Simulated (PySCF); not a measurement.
Predicted microwave data (PBE0-D3(BJ)/def2-SVP geometry optimisation, gas phase in PySCF 2.14.0) for one isomer of C7H13F3O:

* Rotational constants: A = 1396, B = 811.4, C = 708.3 MHz
* Dipole components: |μa| = 1.16 D, |μb| = 0.16 D, |μc| = 1.70 D
* Inertial defect: -271.29 u·Å²
* κ: -0.70

Task: Which candidate fits, each taken in the one conformer that was computed?
A. `[CH3:1][CH2:2][C@@H:3]([CH3:4])[O:5][C@H:6]([CH3:7])[C:8]([F:9])([F:10])[F:11]` with C1–C2–C3–C4 65°, C2–C3–O5–C6 83°, C3–O5–C6–C7 -142°
B. `[CH3:1][CH:2]([CH3:3])[O:4][C@:5]([CH3:6])([CH2:7][F:8])[CH:9]([F:10])[F:11]` with C1–C2–O4–C5 118°, C2–O4–C5–C6 -54°, O4–C5–C7–F8 -66°, O4–C5–C9–F10 -70°

Result: B. It is CC(C)O[C@](C)(CF)C(F)F, an asymmetric top, point group C1. The candidates at the same level (rigid rotor, commonest isotopes):

```tsv
SMILES	A (MHz)	B (MHz)	C (MHz)	μa (D)	μb (D)	μc (D)	Δ (u·Å²)	point group	rotor
CC(C)O[C@](C)(CF)C(F)F	1396	811.4	708.3	1.16	0.16	1.70	-271.29	C1	asymmetric top
CC[C@@H](C)O[C@H](C)C(F)(F)F	1825	606.9	565.7	1.89	1.30	0.71	-216.40	C1	near-prolate asymmetric top
```

`CC[C@@H](C)O[C@H](C)C(F)(F)F` has A 31 % too high. No structure here is proved a minimum.
